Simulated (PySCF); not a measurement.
# Sn⁻ (tin, charge -1) across methods

[Kr] 4d10 5s2 5p3, high-spin 4S determinant. Calculation: PySCF 2.14, in x2c-TZVPPall with one added diffuse shell each of s, p, d, f type (9s7p5d3f, 76 functions); the spin-free X2C one-electron Hamiltonian (Gaussian nucleus). The B2PLYP total includes its PT2 part (frozen core); its orbital energies are those of the SCF part.

```json
{"method": "BHandHLYP", "E (hartree)": "-6176.50", "mean ε 5s α (eV)": "-7.835", "mean ε 5s β (eV)": "-5.389", "mean ε 5p α (eV)": "-0.194", "Σ⟨r²⟩ (bohr²)": "88.48", "⟨S²⟩": "3.751"}
{"method": "UHF", "E (hartree)": "-6173.78485", "mean ε 5s α (eV)": "-10.264", "mean ε 5s β (eV)": "-5.759", "mean ε 5p α (eV)": "-1.588", "Σ⟨r²⟩ (bohr²)": "88.45", "⟨S²⟩": "3.755"}
{"method": "LDA", "E (hartree)": "-6170.51", "mean ε 5s α (eV)": "-5.423", "mean ε 5s β (eV)": "-4.239", "mean ε 5p α (eV)": "0.921", "Σ⟨r²⟩ (bohr²)": "90.75", "⟨S²⟩": "3.751"}
{"method": "B2PLYP", "E (hartree)": "-6175.83", "mean ε 5s α (eV)": "-7.915", "mean ε 5s β (eV)": "-5.211", "mean ε 5p α (eV)": "-0.250", "Σ⟨r²⟩ (bohr²)": "89.16", "⟨S²⟩": "3.752"}
{"method": "r2SCAN", "E (hartree)": "-6176.53", "mean ε 5s α (eV)": "-5.651", "mean ε 5s β (eV)": "-3.793", "mean ε 5p α (eV)": "0.796", "Σ⟨r²⟩ (bohr²)": "88.49", "⟨S²⟩": "3.753"}
{"method": "PBE0", "E (hartree)": "-6176.17", "mean ε 5s α (eV)": "-6.612", "mean ε 5s β (eV)": "-4.543", "mean ε 5p α (eV)": "0.283", "Σ⟨r²⟩ (bohr²)": "88.56", "⟨S²⟩": "3.751"}
{"method": "wB97X-V", "E (hartree)": "-6176.20", "mean ε 5s α (eV)": "-9.238", "mean ε 5s β (eV)": "-6.792", "mean ε 5p α (eV)": "-1.364", "Σ⟨r²⟩ (bohr²)": "87.65", "⟨S²⟩": "3.753"}
{"method": "PBE", "E (hartree)": "-6176.09", "mean ε 5s α (eV)": "-5.229", "mean ε 5s β (eV)": "-3.875", "mean ε 5p α (eV)": "0.991", "Σ⟨r²⟩ (bohr²)": "90.78", "⟨S²⟩": "3.751"}
```

Q: Estimate the same row for BLYP.

A: E (hartree) = -6176.70; mean ε 5s α (eV) = -5.080; mean ε 5s β (eV) = -4.054; mean ε 5p α (eV) = 1.220; Σ⟨r²⟩ (bohr²) = 92.62; ⟨S²⟩ = 3.750.

The outer electron is barely bound at this level, so radii and moments hang on the diffuse functions.

The highest occupied level is positive at LDA, r2SCAN, PBE0, BLYP, PBE: only the finite basis holds that electron, which in a density functional comes from self-interaction.
